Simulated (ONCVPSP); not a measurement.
# An all-electron radial function and its pseudo partner (Cl (Z = 17))

Columns: radius, all-electron u(r) and pseudo u(r) of the 3s shell (level -32.09 eV) of chlorine in the configuration [Ne] 3s2 3p4; PBE, scalar-relativistic, ONCV scheme, ONCVPSP 4.0.1.

```tsv
r (bohr)	all-electron	pseudo
0.070	0.2039	0.0228
0.140	-0.0868	0.0490
0.210	-0.3376	0.0804
0.280	-0.4438	0.1175
0.350	-0.4224	0.1608
0.420	-0.3143	0.2123
0.490	-0.1585	0.2731
0.560	0.0158	0.3417
0.630	0.1894	0.4151
0.700	0.3502	0.4905
0.770	0.4919	0.5668
0.840	0.6114	0.6438
0.910	0.7088	0.7188
0.980	0.7845	0.7861
1.050	0.8400	0.8399
1.120	0.8772	0.8771
1.190	0.8983	0.8982
1.260	0.9057	0.9056
1.330	0.9016	0.9015
1.400	0.8879	0.8879
1.470	0.8668	0.8667
1.540	0.8398	0.8397
1.610	0.8083	0.8083
1.680	0.7737	0.7737
1.750	0.7369	0.7369
1.820	0.6989	0.6989
```

**Question.** How many radial nodes do the two functions have?

**Answer.** The all-electron 3s function has n − l − 1 = 2; the pseudo-wave has 0, since the states of the same l below it are removed with the core.

**Question.** At about which radius was the pseudo-wave matched?

**Answer.** 1.20 bohr. The columns agree to 0.0005 from 1.05 bohr on; several derivatives are matched, so the curves merge somewhat inside the radius.

**Question.** Is the pseudo-wave norm-conserving?

**Answer.** Yes: the ONCV scheme keeps the norm inside the radius equal to the all-electron one, which fixes the energy derivative of the logarithmic derivative at the level.
